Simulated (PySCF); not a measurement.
## C²⁺: excitation energy

C²⁺ [He] 2s2 (1S) → C²⁺ [He] 2s1 2p1 (3P), as a difference of total energies. Computed with PySCF 2.14 in aug-cc-pVTZ-DK (5s4p3d2f, 46 functions), with scalar relativity by spin-free X2C-1e. Correlated levels: valence: 1s2 frozen. The calculations carry no spin-orbit coupling.

| method | excitation energy (eV) |
| --- | --- |
| UHF | 4.695 |
| LDA | 5.742 |
| PBE | 5.644 |
| PBE0 | 5.589 |
| r2SCAN | 5.097 |
| LC-wPBE | 5.587 |
| MN15 | 6.047 |
| B97-3 | 5.820 |
| BLYP | 5.746 |
| MP2 (valence) | 5.777 |
| SCS-MP2 (valence) | 6.072 |

Question: How much does correlation contribute at MP2 (valence)?

Answer: 5.777 − (4.695) = 1.082 eV, measured against UHF.

A first-order spin-orbit estimate (lowest level to lowest level, LS coupling) adds -0.007 eV.
